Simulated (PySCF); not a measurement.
A GIAO shielding run with PySCF 2.14 (density fitting, non-relativistic, gas phase) on `InChI=1S/C6H12OSi2/c1-2-6(7)9-5-3-4-8-9/h3,5,9H,2,4,8H2,1H3/t9-/m0/s1`:

```
$ OMP_NUM_THREADS=1 python probes_run.py task.json out

{"job": {"kind": "nmr", "xc": "PBE0", "basis": "pcSseg-1"}, "charge": 0, "multiplicity": 1}
C     -3.359000    -0.585011     0.118364
C     -1.917623    -0.120318    -0.032392
C     -1.285887     0.308446     1.271949
O     -1.904954     0.375976     2.309489
Si     0.595770     0.705789     1.239603
C      1.062461     1.537924    -0.390683
C      1.972157     0.951947    -1.162937
C      2.665359    -0.328540    -0.819184
Si     1.973754    -1.099098     0.797533
H     -3.777928    -0.864147    -0.845720
H     -3.406360    -1.443128     0.784862
H     -3.963515     0.208940     0.550090
H     -1.293011    -0.908361    -0.462028
H     -1.854644     0.738304    -0.707350
H      0.842764     1.577613     2.393208
H      0.625931     2.474419    -0.711647
H      2.269601     1.398642    -2.107191
H      3.734289    -0.120375    -0.724551
H      2.579733    -1.011655    -1.667108
H      1.344361    -2.387718     0.471794
H      3.087823    -1.392707     1.703789
```

Hardware: 1 thread of an Arm Neoverse N1, shared host. The job also computes population analyses, field gradients, ring-centre shieldings.

(1) How large is the calculation?

(2) How long does it take, and how much memory does it need?

## Answers

(1) 84 electrons, 227 basis functions and 1221 auxiliary functions.

(2) 95 s of wall time, with 15 SCF cycles and 5 response iterations; peak memory 1.1 GiB. Times on a shared host scatter by some tens of per cent.
